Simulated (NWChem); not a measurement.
Total energies of H$_{4}$HfS

```xyz
6

Hf    -0.0296     0.4283     0.0000
H     -1.8278     0.8709     0.0000
H      0.7950     1.1403     1.4927
H      0.7950     1.1403    -1.4927
S      0.2194    -1.9937     0.0000
H     -1.1396    -2.0923     0.0000
```
Charge 0, spin multiplicity 1.

Program: NWChem. Structure: optimised with B3LYP/def2-SVP with def2 effective core potentials on Hf, a minimum by its harmonic frequencies.

Basis set: def2-TZVP (101 functions).

```json
[
 {"method": "RHF", "total energy (Ha)": "-447.34989", "relative cost": "1"},
 {"method": "MP2", "total energy (Ha)": "-447.80431", "relative cost": "under 3"},
 {"method": "B2PLYP", "total energy (Ha)": "-448.35268", "relative cost": "4"},
 {"method": "PBE", "total energy (Ha)": "-448.44298", "relative cost": "under 3"},
 {"method": "B3LYP", "total energy (Ha)": "-448.65378", "relative cost": "under 3"},
 {"method": "M06-2X", "total energy (Ha)": "-448.48417", "relative cost": "3"}
]
```

Total energies of different functionals aren't comparable as a measure of quality: only differences taken within one method are. The cost column gives rough processor time relative to RHF; each entry includes its own SCF.

Effective core potentials replace the inner electrons of Hf; spin-orbit coupling is left out. The correlated methods keep 5 core orbitals frozen. B3LYP has NWChem's definition, with VWN1-RPA local correlation. The structure started from a generated list of species.
